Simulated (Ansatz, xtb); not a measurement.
Ranking isomers of C4H3N3

4 gas-phase structures of C4H3N3, from a drawn sample of its isomers (lower ones may exist). Each was relaxed with GFN2-xTB:

A. `N#Cc1ncc[nH]1`, a singlet
B. `N#Cc1cnc[nH]1`, a singlet
C. `N#Cc1c[nH]cn1`, a singlet
D. `N#Cn1ccnc1`, a singlet

Make a reasoned guess at their ranking by r2SCAN-D4/def2-SVP single-point energy.

Calculated order at r2SCAN-D4/def2-SVP: B (0.000), C (0.013), A (0.084), D (0.760) eV. Less than 1 kcal/mol parts B and C, so the order within that pair means little.

Energies above the lowest of each column, in eV; the last columns are at B3LYP/def2-SVP geometries:

```
structure  GFN2-xTB  HF/STO-3G  r2SCAN-D4/def2-SVP  B3LYP/def2-SVP  CCSD(T)/def2-SVP + ΔMP2/def2-TZVPP
        B     0.083      0.085               0.000           0.000                               0.029
        C     0.132      0.000               0.013           0.000                               0.000
        A     0.177      0.127               0.084           0.083                               0.111
        D     0.000      0.612               0.760           0.703                               0.715
```

CCSD(T)/def2-SVP + ΔMP2/def2-TZVPP puts C lowest, with B within 1 kcal/mol; GFN2-xTB picks D. CCSD(T)/def2-SVP + ΔMP2/def2-TZVPP orders those it was run on as C (0.000), B (0.029), A (0.111), D (0.715) eV. Less than 1 kcal/mol parts C and B, so the order within that pair means little. ΔMP2 is the change of the MP2 energy from the smaller to the larger basis.

Over these structures GFN2-xTB departs from r2SCAN-D4/def2-SVP by 0.322 eV on average once a common shift is removed. A GFN2-xTB relaxation took about 0.046 s and the r2SCAN-D4/def2-SVP energy about 2.4 s on a shared host (Ansatz 0.2.0, xtb 6.7.1).
